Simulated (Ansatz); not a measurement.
```yaml
crystal:
  periodic: [false, false, false]
  atoms:
    - {symbol: C, position_ang: [-1.453696, -0.536514, -0.272016]}
    - {symbol: Hf, position_ang: [0.445577, 0.505506, 0.170532]}
    - {symbol: O, position_ang: [1.185692, -0.436863, 1.652567]}
    - {symbol: O, position_ang: [1.470922, 0.352000, -1.428687]}
    - {symbol: Br, position_ang: [-0.126951, 2.908293, 0.732893]}
    - {symbol: H, position_ang: [-2.129102, -0.499453, 0.590314]}
    - {symbol: H, position_ang: [-1.967927, -0.068000, -1.118879]}
    - {symbol: H, position_ang: [-1.295639, -1.590936, -0.523230]}
    - {symbol: H, position_ang: [1.732029, -0.878745, 2.294070]}
    - {symbol: H, position_ang: [2.139096, 0.244711, -2.097554]}
basis:
  gaussian: {orbitals: ANO-RCC-VTZP}
hamiltonian: {xc: {name: TPSS}, pseudopotentials: {relativity: none}}
output: {forces: true}
```

```sh
$ ansatz run in.yaml --threads 2 --pin off --events-out ev --progress --plain --max-ram 22528MiB --backend cuda --devices 0, --max-vram 18GiB
```

It prints (some lines left out):

```
Error: YAML parse error: error: line 16 column 19: hamiltonian.xc: no functional is named "TPSS"; the names, which are not case-sensitive, are SVWN5, SPW92, PBE, PBE0, PBEsol, revPBE, revPBE0, RPBE, rPW86-PBE, HSE06, wPBEh, LC-wPBE, HISS, HF, BLYP, B3LYP, B3LYP5, BHLYP, CAM-B3LYP, r2SCAN, r2SCANh, r2SCAN0, r2SCAN50, m-r2SCAN, B97, wB97, wB97X, wB97X-V, B97M-V, wB97M-V, B2PLYP, B2GP-PLYP, PBE0-DH, PBE-QIDH
14 | basis:
15 |   gaussian: {orbitals: ANO-RCC-VTZP}
16 | hamiltonian: {xc: {name: TPSS}, pseudopotentials: {relativity: none}}
17 | output: {forces: true}
```

Task: What is wrong with this run?

Result: The method's name isn't one that the program takes here. The program refused the input.

HSE06 is defined as in plane-wave codes.
